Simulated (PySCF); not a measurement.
C3H4FNSSi.

```xyz
11

F     -2.0408     0.0926     0.0000
C     -0.7452     0.3569     0.0000
S     -0.1928     1.9980     0.0000
C      1.4277     1.3682     0.0000
N      1.5275     0.0802     0.0000
C      0.2838    -0.5404     0.0000
Si     0.1635    -2.4142     0.0000
H      2.2815     2.0519     0.0000
H      0.8319    -2.9588    -1.2143
H     -1.2733    -2.8055     0.0000
H      0.8319    -2.9588     1.2143
```

Geometry: ωB97X-D3(BJ)/def2-SVP. This is a generated structure with no PubChem entry under its InChIKey; it may be hypothetical.

All values below come from HF/pcSseg-1 (PySCF). Non-relativistic, no solvent.

Q: Give the absolute GIAO shielding of each atom: isotropic value and principal components (ppm). (Estimate from the structure and the level; the computed values follow.)

A: 
| atom | σ(iso) | σ11 | σ22 | σ33 | span |
|---|---|---|---|---|---|
| F1 | 361.1 | 284.6 | 336.7 | 462.1 | 177.6 |
| C2 | 11.6 | -86.7 | 50.8 | 70.6 | 157.3 |
| S3 | 320.7 | 93.7 | 396.6 | 471.8 | 378.1 |
| C4 | 34.2 | -75.2 | 57.7 | 120.2 | 195.4 |
| N5 | -125.9 | -481.8 | -137.4 | 241.5 | 723.3 |
| C6 | 57.7 | -30.4 | 60.8 | 142.6 | 173.0 |
| Si7 | 467.9 | 455.6 | 461.1 | 487.0 | 31.4 |
| H8 | 23.3 | 19.9 | 23.3 | 26.7 | 6.9 |
| H9 | 27.4 | 24.1 | 25.4 | 32.6 | 8.5 |
| H10 | 27.3 | 23.2 | 27.2 | 31.6 | 8.4 |
| H11 | 27.4 | 24.1 | 25.4 | 32.6 | 8.5 |
